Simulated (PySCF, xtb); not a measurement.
**A geometry optimisation of CH6BSb with r2SCAN-D4/def2-SVP**

The starting geometry of this gas-phase singlet was built from a drawn formula by distance geometry and a force field; its bonds are those of `[CH2+][BH2-][SbH2]`.

```yaml
atoms:
  - { symbol: C, position_ang: [-1.6775, 1.4807, 0.2813] }
  - { symbol: B, position_ang: [-0.8527, 0.1742, -0.0143] }
  - { symbol: Sb, position_ang: [0.3334, 0.3566, -1.8322] }
  - { symbol: H, position_ang: [-2.7335, 1.4397, 0.3627] }
  - { symbol: H, position_ang: [-1.1467, 2.4490, 0.4069] }
  - { symbol: H, position_ang: [-1.5672, -0.7567, -0.0423] }
  - { symbol: H, position_ang: [-0.0707, -0.0355, 0.9549] }
  - { symbol: H, position_ang: [0.4634, -1.3991, -2.0782] }
  - { symbol: H, position_ang: [-1.1508, 0.4729, -2.8098] }
```

Q: Where would you expect an optimisation with r2SCAN-D4/def2-SVP to take it?

A: A new bond forms, giving a structure given below by its coordinates. Distances that change by over a tenth: B2–Sb3 (2.18 → 2.77 Å). Contacts that close: C1–Sb3 (3.13 → 2.23 Å).

The energy falls by 2.16 eV over 19 steps:

```json
{"step": "1", "E − E(last) (eV)": "2.159"}
{"step": "3", "E − E(last) (eV)": "1.295"}
{"step": "5", "E − E(last) (eV)": "0.750"}
{"step": "7", "E − E(last) (eV)": "0.293"}
{"step": "9", "E − E(last) (eV)": "0.132"}
{"step": "11", "E − E(last) (eV)": "0.082"}
{"step": "13", "E − E(last) (eV)": "0.038"}
{"step": "15", "E − E(last) (eV)": "0.003"}
{"step": "17", "E − E(last) (eV)": "0.000"}
{"step": "19", "E − E(last) (eV)": "0.000"}
```

Final geometry (Å):

```yaml
atoms:
  - { symbol: C, position_ang: [-1.2945, 1.2633, -0.0572] }
  - { symbol: B, position_ang: [-1.0289, -0.1787, 0.3986] }
  - { symbol: Sb, position_ang: [-0.2202, 0.9566, -1.9914] }
  - { symbol: H, position_ang: [-2.3109, 1.5481, -0.3637] }
  - { symbol: H, position_ang: [-0.7683, 2.0907, 0.4380] }
  - { symbol: H, position_ang: [-1.7899, -1.0685, 0.0931] }
  - { symbol: H, position_ang: [-0.0424, -0.4365, 1.0522] }
  - { symbol: H, position_ang: [0.4736, -0.5328, -1.4630] }
  - { symbol: H, position_ang: [-1.5303, 0.1055, -2.7036] }
```

From the same start GFN2-xTB reaches the same bonding as this run.

No frequencies were run, so the end isn't proven a minimum. Atoms past krypton carry core potentials, without spin–orbit terms. Run with PySCF 2.14.0, 3 min on 2 threads of Arm Neoverse V1, on a shared host.
